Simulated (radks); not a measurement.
The numbers below are computed, except where a source is named.
Task: Nb31+, configuration [Ne] (the NIST ground configuration). Code: a radial shooting solver on a logarithmic mesh with Libxc functionals. Model: scalar-relativistic Kohn-Sham, PBE, spin-polarised, spherical densities, finite nucleus; Fermi nuclear charge, rms radius 4.324 fm. Some entries of the table are withheld. Estimate them.

orbital,occ.,eigenvalue (eV),<r^2> (bohr^2)
1s,2,(1),(2)
2s,2,-4231.626,(3)
2p,6,(4),(5)

Result: 
(1) 1s eigenvalue (eV): -20513.93
(2) 1s <r^2> (bohr^2): 0.001754
(3) 2s <r^2> (bohr^2): 0.02817
(4) 2p eigenvalue (eV): -3969.693
(5) 2p <r^2> (bohr^2): 0.02197
